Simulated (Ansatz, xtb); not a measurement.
## BH6NSe: which of two isomers lies lower

Structure I: `[BH3-][SeH+]N`, a singlet. Structure II: `[BH3-][NH2+][SeH]`, a singlet. Both are isolated molecules in the gas phase, relaxed with r2SCAN-D4/def2-SVP; the shapes shown needn't be the lowest conformers.

I (Å):

```json
{"atom": "B", "x (Å)": "-3.8070", "y (Å)": "-0.3292", "z (Å)": "0.1112"}
{"atom": "N", "x (Å)": "-1.2025", "y (Å)": "0.7537", "z (Å)": "1.3258"}
{"atom": "Se", "x (Å)": "-2.0007", "y (Å)": "0.5799", "z (Å)": "-0.3433"}
{"atom": "H", "x (Å)": "-3.4451", "y (Å)": "-1.4805", "z (Å)": "0.2887"}
{"atom": "H", "x (Å)": "-4.2083", "y (Å)": "0.2665", "z (Å)": "1.0960"}
{"atom": "H", "x (Å)": "-4.4581", "y (Å)": "-0.1592", "z (Å)": "-0.9066"}
{"atom": "H", "x (Å)": "-2.4077", "y (Å)": "2.0005", "z (Å)": "-0.4437"}
{"atom": "H", "x (Å)": "-1.8678", "y (Å)": "0.3739", "z (Å)": "2.0059"}
{"atom": "H", "x (Å)": "-0.3757", "y (Å)": "0.1534", "z (Å)": "1.3302"}
```

II (Å):

```xyz
9

B    -3.2430   -0.0297   -0.2237
N    -1.9319    0.6041    0.5242
Se   -1.9049    0.4314    2.4452
H    -3.2372   -1.2214    0.0487
H    -3.0249    0.2036   -1.4085
H    -4.2060    0.5758    0.2243
H    -1.0855    0.1546    0.1650
H    -1.8656    1.6018    0.3061
H    -3.2010   -0.2640    2.4195
```

**Question.** Estimate which is lower in electronic energy at CCSD(T)/def2-TZVP, and by roughly how much.

**Answer.** The CCSD(T)/def2-TZVP calculation puts structure II lower, by 9.7 kcal/mol.

The same difference at several levels:

| level | geometry | E(II) − E(I) (kcal/mol) | departure from the last row (kcal/mol) | job, with rough time for the two |
| --- | --- | --- | --- | --- |
| GFN2-xTB | GFN2-xTB | −0.7 | +9.0 | optimisation, 0.18 s |
| HF/STO-3G | GFN2-xTB | −24.5 | −14.7 | single point, 0.3 s |
| r2SCAN-D4/def2-SVP//GFN2-xTB | GFN2-xTB | −10.3 | −0.6 | single point, 2.9 s |
| r2SCAN-D4/def2-SVP | r2SCAN-D4/def2-SVP | −10.3 | −0.6 | optimisation, 37 s |
| HF/def2-TZVP | r2SCAN-D4/def2-SVP | −11.2 | −1.4 | part of the CCSD(T) run |
| MP2/def2-TZVP | r2SCAN-D4/def2-SVP | −9.4 | +0.4 | part of the CCSD(T) run |
| CCSD(T)/def2-TZVP | r2SCAN-D4/def2-SVP | −9.7 |  | single point, 61 s |

As drawn, II has 1 B–N in place of 1 B–Se.

The levels shown agree on the order. The largest departure from CCSD(T)/def2-TZVP is that of HF/STO-3G, 14.7 kcal/mol.

With harmonic frequencies from r2SCAN-D4/def2-SVP (ideal gas, rigid rotor, one conformer each, 298.15 K, 1 atm): on the last row, ΔE + ΔZPE = −8.3, ΔH = −8.6, ΔG = −8.3 kcal/mol.

The correlated steps freeze 11 core orbitals; the filled d shell of Se is correlated, in a basis made for valence electrons. Mirror images aren't counted in ΔG. Codes used: Ansatz 0.2.0, xtb 6.7.1; the last row on 2 threads of Arm Neoverse V1 on a shared host.
